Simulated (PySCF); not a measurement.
SMILES c1sc(-c2c(cccc2F)F)c(C)c1 (GFN2-xTB optimised geometry):

```
22

C     -1.968     2.287    -0.045
C     -0.518     1.935     0.000
C      0.510     2.910     0.010
C      1.756     2.376     0.019
S      1.728     0.662     0.000
C     -0.012     0.662     0.000
C     -0.740    -0.600     0.005
C     -0.460    -1.627    -0.899
F      0.505    -1.437    -1.819
C     -1.146    -2.826    -0.910
C     -2.156    -3.036     0.013
C     -2.464    -2.054     0.937
C     -1.758    -0.867     0.923
F     -2.052     0.058     1.858
H     -2.553     1.484    -0.488
H     -2.343     2.465     0.963
H     -2.113     3.194    -0.627
H      0.314     3.968     0.009
H      2.699     2.885     0.032
H     -0.884    -3.574    -1.640
H     -2.699    -3.968     0.014
H     -3.238    -2.196     1.675
```

Method: PySCF 2.14.0 with PBE/def2-SVP.

Problem. What are the frontier orbital energies and the dipole moment?

Solution. HOMO-2 -6.16 eV, HOMO-1 -5.89 eV, HOMO -5.39 eV, LUMO -1.76 eV, LUMO+1 -1.06 eV; dipole moment 1.08 D.

Meta-Löwdin charges at PBE/def2-SVP: C1 -0.31, C2 0.01, C3 -0.15, C4 -0.24, S5 0.26, C6 -0.14, C7 -0.07, C8 0.27, F9 -0.23, C10 -0.16, C11 -0.09, C12 -0.16, C13 0.27, F14 -0.23, H15 0.11, H16 0.12, H17 0.11, H18 0.11, H19 0.13, H20 0.12, H21 0.12, H22 0.12.
